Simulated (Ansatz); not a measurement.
Reaction (cleavage of the Si–Si bond): `C[Si](O)(O)[SiH3]` + `NC(O)(O)F` → `NC(O)(F)O[SiH3]` + `C[SiH](O)O`

Calculated with Ansatz (gas phase, PBE0-D4/def2-TZVP geometries, no zero-point term in ΔE). CCSD(T)/CBS adds triple-zeta CCSD(T) − MP2 to the extrapolated MP2 energy (def2 sets, frozen cores). Functionals use def2-TZVPP. One conformer a species, not always the lowest.

| level | ΔE (eV) |
| --- | --- |
| PBE-D4 | -0.74 |
| ωB97M-V | -1.04 |
| PBE | -0.75 |
| r2SCAN | -0.94 |
| MP2/def2-TZVPP | -1.10 |
| MP2/def2-QZVPP | -1.11 |
| SCS-MP2/def2-QZVPP | -1.14 |
| CCSD/CBS(def2) | -1.04 |

What does CCSD(T)/CBS give? (Estimate.)

Computed: -1.02 eV. The listed levels differ from it by 0.28, -0.02, 0.27, 0.08, -0.08, -0.09, -0.12, -0.02 eV.

Largest T1 diagnostic among the species: 0.012.

In def2-TZVPP, CCSD(T) changes the Hartree–Fock value by +0.22 eV (the triples alone add +0.03 eV) and MP2 by +0.13 eV. From PBE to PBE0 (25 % exact exchange), in def2-TZVPP and without D4, ΔE moves by −0.08 eV.
